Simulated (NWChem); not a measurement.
Species: Si2H3Br, singlet; SMILES [SiH3][Si]Br

```xyz
6

Si     1.2360    -0.4854    -0.0001
Br    -0.2024     1.2635     0.0000
Si    -0.5321    -2.1410    -0.0002
H      0.0002    -3.5413    -0.0057
H     -1.3913    -1.9522    -1.2131
H     -1.3780    -1.9589     1.2237
```
Atoms are numbered in this order, from 1.

Low-valent species are run as closed-shell singlets; no triplet was tried in these runs. The geometry was optimised at PBE0/def2-SVP. B3LYP is NWChem's, with the RPA form of VWN correlation.

Task: List the 4 lowest vertical singlet excitations from B3LYP/def2-SVPD, TDA (NWChem).

Result: 
| state | energy (eV) | oscillator strength | leading excitation (squared amplitude) |
|---|---|---|---|
| S1 | 1.88 | 0.003 | HOMO → LUMO (0.99) |
| S2 | 4.16 | 0.002 | HOMO−1 → LUMO (0.96) |
| S3 | 4.47 | 0.007 | HOMO → LUMO+1 (0.90) |
| S4 | 4.75 | 0.004 | HOMO−3 → LUMO (0.94) |
